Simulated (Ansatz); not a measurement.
Geometry optimisation, Ansatz, RKS PBE-D4/def2-SVP.

Input file:

```yaml
crystal:
  periodic: [false, false, false]
  atoms:
    - { symbol: Ge, position_ang: [-0.46376, 0.0, -0.503566] }
    - { symbol: Cl, position_ang: [0.143424, 3.0e-05, 2.87935] }
    - { symbol: F, position_ang: [1.113968, -1.0e-05, 0.254201] }
    - { symbol: H, position_ang: [-0.517253, 1.328458, -1.290179] }
    - { symbol: H, position_ang: [-0.517263, -1.328457, -1.290181] }
    - { symbol: Br, position_ang: [-2.490413, 3.0e-06, 0.753147] }
    - { symbol: H, position_ang: [-1.162403, -2.6e-05, 3.162328] }
basis:
  gaussian: { orbitals: def2-SVP }
hamiltonian:
  xc: pbe
  dispersion: d4
relax:
  f_tol: 0.03
  max_steps: 50
```

Command:

```bash
$ ansatz run input.yaml --threads 2 --pin off --max-ram 3072MiB --backend cpu --events-out ev --progress --plain --runs-dir out
```

Task: Where does it end, and by what steps?

Result: The run converged. After 20 steps the energy has fallen by 0.433 eV; H7 moved furthest, 1.52 Å.

| step | energy less start (eV) | largest force component (eV/Å) | accepted |
| --- | --- | --- | --- |
| 0 | 0.0000 | 1.009 | yes |
| 1 | -0.1289 | 0.781 | yes |
| 2 | -0.1853 | 0.702 | yes |
| 3 | -0.2237 | 1.126 | yes |
| 4 | -0.2749 | 0.303 | yes |
| 5 | -0.2842 | 0.908 | yes |
| 6 | -0.3149 | 0.149 | yes |
| 7 | -0.3169 | 0.152 | yes |
| 8 | -0.3096 | 0.632 | no |
| 9 | -0.3198 | 0.118 | yes |
| 10 | -0.3206 | 0.073 | yes |
| 11 | -0.3199 | 0.382 | no |
| 12 | -0.3219 | 0.043 | yes |
| 13 | -0.3235 | 0.145 | yes |
| 14 | -0.3261 | 0.413 | yes |
| 15 | -0.3315 | 0.839 | yes |
| 16 | -0.3604 | 0.494 | yes |
| 17 | -0.3984 | 0.469 | yes |
| 18 | -0.4114 | 0.832 | yes |
| 19 | -0.4328 | 0.071 | yes |
| 20 | -0.4331 | 0.016 | yes |

```xyz
7
Properties=species:S:1:pos:R:3
Ge -0.685 0.000 -0.605
Cl -0.268 0.000 3.711
F 0.573 0.000 0.651
H -0.500 1.322 -1.380
H -0.500 -1.322 -1.380
Br -2.714 0.000 0.477
H 0.200 0.000 2.491
```

Whether the end is a true minimum wasn't checked by a vibrational analysis.

The run took 45 s on 2 threads of Arm Neoverse V1 (shared host), peak memory 0.17 GiB.
